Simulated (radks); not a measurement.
Values are calculated unless marked as measured or tabulated.
Problem. Species: the thallium ion Tl50+. Configuration: [Ar] 3d10 4s2 4p1. Level of theory: Dirac Kohn-Sham, relativistic LDA (MacDonald-Vosko exchange, VWN5 correlation), spin-unpolarised, spherical densities, finite nucleus; open shells fill j = l - 1/2 first; Fermi nuclear charge, rms radius 5.4759 fm (a radial shooting solver on a logarithmic mesh with Libxc functionals).

Spin-orbit splittings of the eigenvalues, e(l+1/2) - e(l-1/2), with zeta = 2 splitting/(2l+1) and mean radii in bohr:

| shell | occ. | splitting (eV) | zeta (eV) | <r> j=l-1/2 | <r> j=l+1/2 |
|---|---|---|---|---|---|
| 2p | 6 | 2045 | 1363 | 0.05600 | 0.06470 |
| 3p | 6 | 474.9 | 316.6 | 0.1646 | 0.1795 |
| 3d | 10 | ? | ? | 0.1553 | 0.1598 |
| 4p | 1 | 162.4 | 108.3 | 0.3406 | 0.3614 |

Estimate the 3d splitting.

Solution. 103.7 eV (zeta = 41.47 eV).
